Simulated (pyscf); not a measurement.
Single points on ωB97X-D3(BJ)/def2-SVP structures (PySCF, gas phase).

SMILES: [GeH3][S][SbH2]
```xyz
8

Ge    -1.0429    -0.4530     0.2773
S      0.8796    -0.1028    -0.7668
Sb     0.1157     1.8060    -2.0583
H     -0.8255    -1.6548     1.2049
H     -2.1513    -0.7566    -0.7437
H     -1.4353     0.7905     1.0913
H      1.5058     2.7460    -1.7408
H      0.7811     1.2488    -3.5294
```

How much does it cost (ΔH, 298 K, ωB97M-D3(BJ)/def2-TZVP) to split `[GeH3][S][SbH2]` at its Ge–S bond into GeH₃• + •S–SbH₂?

Ge–S to GeH₃• + •S–SbH₂: 73.5 kcal/mol. The 7 functionals that were run give +70.1 (PBE) to +80.6 kcal/mol (ωB97X-D3(BJ)/def2-TZVP). Other isomers of •S–SbH₂ were not searched in full and may lie lower. Elements up to Kr have no core potential and no relativistic terms here. Elements past Kr carry the def2 core potentials, without spin-orbit coupling.
